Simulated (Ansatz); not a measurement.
Geometry optimisation, Ansatz, RKS B3LYP/STO-3G.

Input file:

```yaml
crystal:
  periodic: [false, false, false]
  atoms:
    - { symbol: C, position_ang: [-0.0642, -2.8884, -0.2565] }
    - { symbol: C, position_ang: [-0.4434, -1.6028, -0.0858] }
    - { symbol: C, position_ang: [-0.8072, -0.3555, 0.0837] }
    - { symbol: F, position_ang: [-1.9443, 0.0596, -0.2433] }
    - { symbol: C, position_ang: [0.1699, 0.5699, 0.6754] }
    - { symbol: "N", position_ang: [-0.1528, 2.0078, 0.7661] }
    - { symbol: Si, position_ang: [1.013, 1.7741, -0.4619] }
    - { symbol: H, position_ang: [0.4813, -3.3699, 0.4809] }
    - { symbol: H, position_ang: [-0.4242, -3.3545, -1.119] }
    - { symbol: H, position_ang: [0.8018, 0.1974, 1.51] }
    - { symbol: H, position_ang: [-1.0747, 2.182, 0.3729] }
    - { symbol: H, position_ang: [0.3065, 2.2382, -1.6716] }
    - { symbol: H, position_ang: [2.1586, 2.5071, -0.036] }
basis:
  gaussian: { orbitals: STO-3G }
hamiltonian:
  xc: b3lyp
relax:
  f_tol: 0.02
  max_steps: 40
scf:
  lower_state_search: "off"
output:
  orbitals: {}
```

Launched with:

```bash
$ ansatz run input.yaml --threads 1 --pin off --max-ram 2048MiB --backend cpu --events-out ev --progress --plain --runs-dir out
```

Problem. Where does it end, and by what steps?

Solution. The run converged. Limits of this set-up: minimal basis. After 18 steps the energy has fallen by 2.789 eV; H8 moved furthest, 1.01 Å. The start is strongly strained (largest force component 8 eV/Å).

| step | energy less start (eV) | largest force component (eV/Å) | accepted |
| --- | --- | --- | --- |
| 0 | 0.0000 | 8.331 | yes |
| 1 | -1.7996 | 1.874 | yes |
| 2 | -2.4073 | 0.787 | yes |
| 3 | -2.6047 | 0.515 | yes |
| 4 | -2.6401 | 0.861 | yes |
| 5 | -2.6423 | 0.847 | yes |
| 6 | -2.7198 | 0.642 | yes |
| 7 | -2.7390 | 0.608 | yes |
| 8 | -2.7556 | 0.208 | yes |
| 9 | -2.7614 | 0.304 | yes |
| 10 | -2.7770 | 0.176 | yes |
| 11 | -2.7776 | 0.329 | yes |
| 12 | -2.7864 | 0.189 | yes |
| 13 | -2.7873 | 0.131 | yes |
| 14 | -2.7853 | 0.327 | no |
| 15 | -2.7882 | 0.052 | yes |
| 16 | -2.7885 | 0.023 | yes |
| 17 | -2.7885 | 0.034 | no |
| 18 | -2.7887 | 0.017 | yes |

```xyz
13
Properties=species:S:1:pos:R:3
C -0.224 -2.985 -0.200
C -0.416 -1.690 -0.099
C -0.588 -0.381 0.015
F -1.780 0.240 -0.358
C 0.417 0.637 0.561
N -0.270 1.980 1.014
Si 0.857 2.142 -0.405
H -0.469 -3.684 0.616
H 0.194 -3.453 -1.107
H 1.110 0.219 1.305
H -1.244 1.830 0.571
H 0.340 2.274 -1.748
H 2.093 2.837 -0.148
```

Whether the end is a true minimum wasn't checked by a vibrational analysis.

Time of the run: 59 s on 1 thread of Arm Neoverse V1 (shared host), peak memory 0.14 GiB.
